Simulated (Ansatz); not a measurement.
Ta(O)(OH)(NH2)2 (H5N2O2Ta), SMILES [NH2][Ta]([NH2])(=[O])[OH], multiplicity 1.

Geometry: PBE0-D3(BJ)/def2-SVP. The spin state was assumed, not searched. The def2 effective core potentials stand for the cores of Ta; spin–orbit coupling is left out. The values are those of a single conformer.

Two levels are set side by side: PBE/def2-SVPD (Ansatz, an electronic-structure program) and PBE0/def2-SVPD (Ansatz). Energy differences of separate SCF runs at the same geometry; the states with an electron removed or added have multiplicity 2 and 2. Differences are taken from unrounded values.

```json
[
 {"quantity": "vertical ionisation energy (eV)", "PBE0": "9.33"},
 {"quantity": "vertical singlet–triplet gap (eV)", "PBE0": "5.45"}
]
```

Problem. What does PBE give, and how far is it from PBE0? (Estimate from the structure and the level; the computed values follow.)

Solution. 
```json
[
 {"quantity": "vertical ionisation energy (eV)", "PBE": "8.99", "PBE minus PBE0": "-0.34"},
 {"quantity": "vertical singlet–triplet gap (eV)", "PBE": "5.10", "PBE minus PBE0": "-0.35"}
]
```
